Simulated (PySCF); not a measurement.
Work out the structure from these simulated measurements.

Formula: C4H6F2Si.

| Item | Value |
| --- | --- |
| 13C NMR | chemical shifts (computed TMS as zero) by class: 149.1 (2 C), 135.8 (2 C) ppm [GIAO PBE0/pcSseg-1] |
| Polarisability | 71.3 au [CAM-B3LYP/def2-SVPD] |
| XPS | Si2p3/2 108.4, C1s 290.5 (×2), C1s 290.9 (×2), F1s 692.2 (×2), Si1s 1848.6 eV [ΔSCF SCAN, pcX-2 on the ionised atom, pcseg-1 elsewhere, spin-free X2C, 2p3/2 from a spin–orbit splitting computed afterwards within the 2p shell] |
| UV, first state | lowest singlet excitation: 6.37 eV (195 nm, f = 0.118) [TDDFT CAM-B3LYP/def2-SVPD] |
| Triplet | lowest triplet excitation (Tamm–Dancoff): 4.12 eV [TDA CAM-B3LYP/def2-SVPD] |
| NMR, other nuclei | isotropic shieldings of nuclei other than C and H, by class: 334 (2 F), 374 (1 Si) ppm [GIAO PBE0/pcSseg-1] |
| Valence photoelectron | vertical ionisation energy: 10.38 eV [ΔSCF CAM-B3LYP/def2-SVPD] |
| Rotational structure | rotational constants A, B, C: 2.875, 1.606, 1.437 GHz [PBE0-D3(BJ)/def2-SVP] |
| Dipole | 2.60 D [CAM-B3LYP/def2-SVPD] |

Electronic properties: PySCF, gas phase, density fitting. Levels stand in brackets. Geometry: PBE0-D3(BJ)/def2-SVP, one conformer, isolated molecule. Each NMR value is the plain mean over a class of atoms that symmetry, rotation or inversion makes alike.

Q: Propose a structure and show how it fits.

A: 4 carbons fall into 2 classes; from least to most shielded: carbon bonded to C and 2 H (149.1 ppm, 2 C), carbon bonded to C, Si and H (135.8 ppm, 2 C). The other shieldings belong to: 334 ppm, fluorine bonded to Si; 374 ppm, silicon bonded to 2 C and 2 F. The core levels belong to: Si2p3/2 108.4 eV, silicon bonded to 2 C and 2 F; C1s 290.5 eV, carbon bonded to C, Si and H; C1s 290.9 eV, carbon bonded to C and 2 H; F1s 692.2 eV, fluorine bonded to Si; Si1s 1848.6 eV, silicon bonded to 2 C and 2 F. One atom of each topological class was ionised and stands for its class. The optimised geometry has point group Cs and is an asymmetric top. Structure: `C(=C)[Si](F)(F)C=C` (Si(vinyl)2F2). Computed isomers that give other values at the same levels: `C=C(F)/C(F)=C/[SiH3]` (rotational constant A: 4.624 GHz; this holds for the one conformer computed). The assignments are read from this structure; whether some other isomer fits the data as well wasn't checked.
